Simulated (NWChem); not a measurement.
Species: CaClF; SMILES [F][Ca][Cl]

Results from NWChem. Structure relaxed at the PBE0/def2-SVP level.

Question: Taking Hartree-Fock/def2-QZVP as the yardstick, which of these has the fewest basis functions while keeping “highest occupied level (eV)” within 0.05 eV of it: Hartree-Fock/def2-TZVPP; Hartree-Fock/def2-SVP; Hartree-Fock/def2-SVPD; Hartree-Fock/def2-TZVP?

Answer: Hartree-Fock/def2-SVPD.
| level | basis functions | highest occupied level (eV) | relative time (rough) |
|---|---|---|---|
| Hartree-Fock/def2-SVP | 56 | -10.99 | 1 |
| Hartree-Fock/def2-SVPD | 77 | -11.23 | 2 |
| Hartree-Fock/def2-TZVP | 104 | -11.20 | 4 |
| Hartree-Fock/def2-TZVPP | 109 | -11.20 | 5 |
| Hartree-Fock/def2-QZVP | 183 | -11.21 | 9 |

The yardstick is one finite set, not the basis-set limit.
